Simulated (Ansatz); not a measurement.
Reaction (formal exchange of groups at a C–Si bond): `N[SiH2]C[SiH2]Cl` + BH₃ → `BC[SiH2]Cl` + `N[SiH3]`

Program: Ansatz. Geometries: PBE0-D4/def2-TZVP. ΔE: electronic, gas phase. CCSD(T)/CBS adds triple-zeta CCSD(T) − MP2 to the extrapolated MP2 energy (def2 sets, frozen cores). This one scheme is used for every species. DFT in def2-TZVPP. B3LYP here is the variant with VWN-RPA as its local correlation; programs differ in this. Each species was taken in one conformer, which may not be the lowest.

```
        level  ΔE (kcal/mol)
     B3LYP-D4           -3.4
HF/def2-QZVPP           -3.3
```

(1) What does CCSD(T)/CBS give? (An estimate is asked.)

Largest T1 diagnostic among the species: 0.010.

## Answers

(1) The calculation gave: -2.8 kcal/mol. The listed levels differ from it by -0.6, -0.5 kcal/mol.

From PBE to PBE0 (25 % exact exchange), in def2-TZVPP and without D4, ΔE moves by +1.0 kcal/mol. The D4 term adds +2.0 kcal/mol with B3LYP and +1.2 kcal/mol with PBE0; it sums over pairs of atoms, weighted by their polarisabilities, and B3LYP, whose exchange is more repulsive, gets the larger term.
